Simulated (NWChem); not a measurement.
# CH4MgO; SMILES [CH3][Mg][OH]

```xyz
7

Mg     0.3156     0.1726    -0.0001
C      0.2926    -1.9210    -0.0001
H      1.1974    -2.3404    -0.4890
H     -0.5893    -2.3222    -0.5432
H      0.2570    -2.3312     1.0314
O      0.4659     1.9614     0.0019
H      0.1106     2.8565    -0.0023
```
Atoms are numbered in this order, from 1.

Computed with NWChem. Geometry optimised at PBE-D3(BJ)/def2-SVP; all other runs use it.  Vzz has the sign of the potential's second derivative.

```tsv
quantity	level	value
dipole (D)	KT2/def2-SVP	0.77
anisotropy (bohr³), static	PBE0/Sadlej pVTZ	16.1
vertical ionisation energy, ΔSCF (eV)	Hartree-Fock/def2-SVP	8.55
Vzz O6 (a.u.)	B3LYP/cc-pVTZ	1.480
highest harmonic frequency (cm⁻¹)	PBE-D3(BJ)/def2-SVP	3912
```
